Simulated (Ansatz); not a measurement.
`FC(F)=N[SiH3]` + `[CH3][In]([OH])[F]` → `[CH3][In]([F])[O][SiH3]` + `N=C(F)F`  (ligand exchange at the Si–N bond)

Isolated molecules relaxed with PBE0-D4/def2-TZVP in Ansatz; ΔE leaves out vibrations. CBS: MP2 limit from def2 TZ/QZ plus the TZ coupled-cluster correction, frozen cores. Functionals use def2-TZVPP. B3LYP here is the variant with VWN-RPA as its local correlation; programs differ in this. HSE06 is defined as in plane-wave codes. Elements past krypton have def2 core potentials. For In outer-core shells are correlated without core-valence functions, which leaves a few kJ/mol of doubt a bond. Each species was taken in one conformer, which may not be the lowest.

```csv
level,ΔE (kJ/mol),difference from CCSD(T)/CBS
LDA (SPW92),-43.0,15.1
PBE-D4,-44.4,13.7
revPBE-D4,-42.9,15.2
BLYP-D4,-47.3,10.8
B97M-V,-58.0,0.1
PBE0-D4,-51.0,7.1
B3LYP-D4,-52.9,5.2
r2SCANh-D4,-54.0,4.1
r2SCAN0-D4,-56.1,2.0
HSE06-D4,-51.0,7.1
BHLYP-D4,-61.6,-3.5
CAM-B3LYP-D4,-55.8,2.3
ωB97X-V,-55.1,3.0
ωB97M-V,-54.8,3.3
B2PLYP,-54.8,3.3
PBE-QIDH,-56.0,2.1
PBE,-44.0,14.1
revPBE,-44.2,13.9
BLYP,-47.2,10.9
r2SCAN,-52.2,5.9
B3LYP,-52.3,5.8
r2SCANh,-53.7,4.4
r2SCAN0,-55.8,2.3
HSE06,-50.3,7.8
BHLYP,-59.5,-1.4
CAM-B3LYP,-55.0,3.1
LC-ωPBE,-53.2,4.9
RPA@PBE/def2-TZVPP,-59.3,-1.2
HF/def2-SVP,-72.0,-13.9
CCSD/def2-SVP,-67.5,-9.4
CCSD(T)/def2-SVP,-66.0,-7.9
HF/def2-TZVPP,-69.9,-11.8
MP2/def2-TZVPP,-56.2,1.9
SCS-MP2/def2-TZVPP,-59.4,-1.3
CCSD/def2-TZVPP,-61.5,-3.4
CCSD(T)/def2-TZVPP,-59.4,-1.3
MP2/def2-QZVPP,-55.7,2.4
HF/CBS(def2),-71.0,-12.9
MP2/CBS(def2),-54.9,3.2
CCSD/CBS(def2),-60.2,-2.1
CCSD(T)/CBS,-58.1,0
```

Largest T1 diagnostic among the species: 0.016.

Leaving LDA and LC-ωPBE aside and taking each functional with its dispersion term where it has one, the values spread over 18.7 kJ/mol, from BHLYP-D4 to revPBE-D4. From r2SCAN to r2SCAN0 (25 % exact exchange), in def2-TZVPP and without D4, ΔE moves by −3.6 kJ/mol.
